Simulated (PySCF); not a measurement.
GeFCl₃, SMILES [F][Ge]([Cl])([Cl])[Cl].

Geometry optimised at B3LYP-D3(BJ)/def2-SVP.

Two levels are set side by side: TDDFT-PBE/def2-SVPD (PySCF) and TDDFT-M06-2X/def2-SVPD (PySCF). Vertical, same geometry. The lowest singlet is HOMO→LUMO 100 % with PBE and HOMO→LUMO 93 % with the other functional; states are paired by order. Differences are taken from unrounded values.

| quantity | TDDFT-M06-2X | TDDFT-PBE | TDDFT-PBE minus TDDFT-M06-2X |
|---|---|---|---|
| lowest singlet excitation (eV) | 6.48 | 5.00 | -1.48 |
| lowest triplet excitation (TDA) (eV) | 6.11 | 4.67 | -1.44 |

A lower first singlet is the usual sign of a functional without exact exchange. Differences between two approximate levels are no errors against the true value.

Rough cost on one machine, each run with all the roots and properties that it gave: TDDFT-M06-2X against TDDFT-PBE about 10 times.
